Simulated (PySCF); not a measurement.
SMILES Fc1ccc(/C=C/Cl)cc1, C₈H₆ClF

Geometry (Å), atoms numbered from 1 in this order:
```xyz
16

F    -2.7060    0.2539    0.5077
C    -1.4264    0.1747    0.1521
C    -0.6259    1.3103    0.2375
C     0.7091    1.2259   -0.1329
C     1.2641    0.0179   -0.5911
C     2.6644   -0.1247   -0.9924
C     3.5911    0.8408   -0.9825
Cl    5.2204    0.5788   -1.4734
C     0.4239   -1.1044   -0.6633
C    -0.9160   -1.0359   -0.2958
H    -1.0617    2.2454    0.5938
H     1.3286    2.1221   -0.0620
H     2.9699   -1.1199   -1.3300
H     3.4010    1.8685   -0.6662
H     0.8326   -2.0545   -1.0167
H    -1.5707   -1.9073   -0.3512
```

Computed, not measured: TDDFT CAM-B3LYP/aug-cc-pVDZ excited states, vertical, gas phase (PySCF). Geometry: PBE0-D3(BJ)/def2-SVP.

(1) How strongly do the lowest singlets absorb one photon, and two photons of half the energy?

## Answers

(1) δ for parallel linear polarisation; σ at the peak of a Lorentzian of half width 0.1 eV, single beam; Ω is circular over linear.
```tsv
state	E (eV)	f	photon λ (nm)	δ (au)	σ (GM)	Ω	main
S1	4.68	0.301	530	21.1	0.17	1.19	HOMO→LUMO 0.79, HOMO→LUMO+1 0.14
S2	5.03	0.214	493	32.9	0.30	1.13	HOMO→LUMO+1 0.53, HOMO−1→LUMO 0.23
S3	5.74	0.000	432	1.86	0.02	1.50	HOMO→LUMO+2 0.82
S4	6.06	0.000	409	9.77	0.13	1.50	HOMO→LUMO+3 0.83
S5	6.16	0.249	402	15.5	0.22	0.92	HOMO−1→LUMO 0.59, HOMO→LUMO+1 0.29
S6	6.30	0.000	393	34.4	0.50	1.50	HOMO→LUMO+6 0.43, HOMO→LUMO+9 0.17
```

Among these, the strongest one-photon state is S1, the strongest two-photon state S6, with a dipole change of 5.6 D (relaxed, norm of the difference vector).
